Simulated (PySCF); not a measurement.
Compound: C₆H₆P₂.
Numbering: `[CH2:1]=[CH:2][c:3]1[p:4][cH:5][cH:6][cH:7][p:8]1`

NICS is the negative of the GIAO shielding at a point without a nucleus: at the ring centre (0) and 1 Å above and below it (1); zz is the component along the ring normal. Level: GIAO PBE0/pcSseg-1 (PySCF, non-relativistic, gas phase) on the GFN2-xTB geometry, one conformer.

Ring bond lengths (Å), with Mayer bond orders in brackets: C3–P4 1.752 (1.24), P4–C5 1.731 (1.35), C5–C6 1.381 (1.44), C6–C7 1.380 (1.47), C7–P8 1.732 (1.31), P8–C3 1.752 (1.26).

Question: What do the NICS probes read (ppm)?

Answer: 
```csv
ring,type,NICS(0),"NICS(1), two faces","NICS(1)zz, two faces",rms pucker (Å),"centre to ring atoms, mean (Å)"
C3–P4–C5–C6–C7–P8,6-membered ring with 2 P; formal bonds all aromatic,-5.5,-9.1 / -9.1,-21.7 / -21.7,0.00,1.61
```

Question: What do they say, and how far can they be read as aromaticity?

Answer: 
- C3–P4–C5–C6–C7–P8: mean NICS(1)zz -21.7 ppm, shielded.

Question: What does the geometric index give? HOMA = 1 − mean of α(R − Ropt)² over the ring bonds, with Krygowski's 1993 parameters (CC: Ropt 1.388 Å, α 257.7 Å⁻²; CP: Ropt 1.698 Å, α 118.91 Å⁻²).

Answer: 
- C3–P4–C5–C6–C7–P8: HOMA 0.84; the largest term is that of C3–P4, α(R − Ropt)² = 0.35.

Shape of the structure used: `[CH2:1]=[CH:2][c:3]1[p:4][cH:5][cH:6][cH:7][p:8]1`: C1–C2–C3–P4 0°.
